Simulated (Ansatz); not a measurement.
`CB(C)[SiH2]N` + H–F → `CB(C)[SiH2]F` + NH₃ at 400 K and 1 bar (ligand exchange at the Si–N bond).

Gas-phase electronic energies from Ansatz, PBE0-D4/def2-TZVP geometries. CBS: MP2 limit from def2 TZ/QZ plus the TZ coupled-cluster correction, frozen cores. This one scheme is used for every species. Each species was taken in one conformer, which may not be the lowest.

| species | CCSD(T)/CBS energy (Eh) | H − E (kJ/mol) | S (J/(mol·K)) |
| --- | --- | --- | --- |
| `CB(C)[SiH2]N` | -450.72438 | 355.8 | 442.5 |
| H–F | -100.39570 | 36.5 | 182.2 |
| `CB(C)[SiH2]F` | -494.64628 | 290.9 | 411.1 |
| NH₃ | -56.50880 | 104.2 | 203.1 |

H − E and S are ideal-gas, rigid-rotor, harmonic terms from PBE0-D4/def2-TZVP, for one conformer and one mirror image of each species. 1 Eh = 2625.50 kJ/mol, R = 8.31446 J/(mol·K).

By hand: ΔE, ΔH, ΔS and ΔG.

ΔE = (-494.64628) + (-56.50880) − (-450.72438) − (-100.39570) = -0.03500 Eh = -91.9 kJ/mol. Δ(H − E) = 290.9 + 104.2 − 355.8 − 36.5 = 2.8, so ΔH = -89.1 kJ/mol. ΔS = 411.1 + 203.1 − 442.5 − 182.2 = -10.5 J/(mol·K). ΔG = -89.1 − 400 × (-10.5)/1000 = -84.9 kJ/mol.

By hand: the equilibrium constant, and the temperature at which ΔG would vanish if ΔH and ΔS stayed fixed.

log₁₀ K = −ΔG/(RT ln 10) = 11.1. ΔG = 0 at ΔH/ΔS = 8486 K, far beyond where these terms or the molecules hold.

The number of gas molecules stays the same, so ΔS is small and ΔH decides. A doubt of 5 kJ/mol in ΔE shifts log₁₀ K by 0.7 here. Other conformers and mirror images would add mixing entropy, several J/(mol·K) or more a flexible species. Modes under 60 cm⁻¹, often nearly free rotors, make the harmonic entropy too high. These are equilibria of isolated gas molecules and say nothing of rates. Largest T1 diagnostic: 0.011 (customary marks: 0.02 for closed shells, 0.045 for open ones).
